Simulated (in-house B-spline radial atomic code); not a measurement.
The numbers below are computed, except where a source is named.
## Cr in an electron gas of r_s = 2.2: phase shifts, screening, friction and resistivity

A nucleus sits in a uniform electron gas with a rigid positive background. The Kohn-Sham equations are solved self-consistently in the spin-unpolarised LDA (PW92), non-relativistic, on B-splines with outgoing waves at the boundary and partial waves to l = 8. The model has no lattice, no bands and no magnetic solution. Atomic units; δ_l are the phase shifts at the Fermi level, counted so that each bound state adds π, and good to about 0.0005.

The density parameter is r_s = 2.2 bohr, near that of the valence electrons of Ga (3 per atom, density 5.91 g/cm³, mass 69.72 u, which gives r_s = 2.19).

| l | δ_l (rad) |
| --- | --- |
| 0 | 8.9516 |
| 1 | 6.2572 |
| 2 | 1.9920 |
| 3 | 0.0005 |
| 4 | 0.0005 |
| 5 | -0.0003 |
| 6 | -0.0003 |
| 7 | -0.0004 |
| 8 | -0.0003 |

Bound levels below the band bottom (hartree): s -213.3, s -23.56, p -19.98, s -2.132, p -1.143.

Check the Friedel sum rule, and say where the screening charge sits.

k_F = (9π/4)^(1/3)/r_s = 0.87234. The rule is Z = (2/π) Σ (2l + 1) δ_l. The terms are s 5.699, p 11.950, d 6.341, f 0.002 and -0.009 beyond, in all 23.983 against Z = 24. Bound states hold 6 s, 12 p, 0 d electrons, so the scattering states carry 5.98 in all; where a term is smaller than its bound count, the bound level has drawn weight out of the band.

Find the transport cross section and the electronic stopping of a 5 keV Cr ion (mass 52.0 u).

σ_tr = (4π/k_F²) Σ (l + 1) sin²(δ_l − δ_(l+1)). The terms for l = 0 to 3 are 0.1870, 1.6260, 2.4996, 0.0000, all together 4.3126, so σ_tr = 16.513 × 4.3126 = 71.216 bohr². With n = 3/(4π r_s³) = 0.02242, the friction coefficient is Q = n k_F σ_tr = 1.3929. For v well below v_F = 0.872, dE/dx = Q v; with 24801 eV per u at v = 1, v = √(5000/(24801 × 52.0)) = 0.0623, so dE/dx = 0.08673 hartree/bohr = 44.6 eV/nm. The largest term couples the d and f waves.

What residual resistivity would 1 atomic per cent of such centres give in Ga?

Δρ = k_F n_i σ_tr/n in atomic units of 21.74 μΩ·cm. With one host atom per 3 electrons, n_i/n = 0.01/3, so Δρ = 0.8723 × 0.00333 × 71.216 × 21.74 = 4.50 μΩ·cm. This is an atom added to the gas, as on an interstitial site.

On a substitutional site the background of one host ion, a sphere holding 3 charges, is taken out. The phase shifts for l = 0 to 4 become 8.5714, 5.8945, 1.4612, -0.0592, -0.0140. What follows?

The Friedel sum is now 20.99, for Z − 3 = 21. The sum in σ_tr is 5.0503, so σ_tr = 83.40 bohr² and Δρ = 5.27 μΩ·cm per atomic per cent, 1.17 times the value above. A real host ion scatters too, so this model doesn't give zero even for the host's own atom.
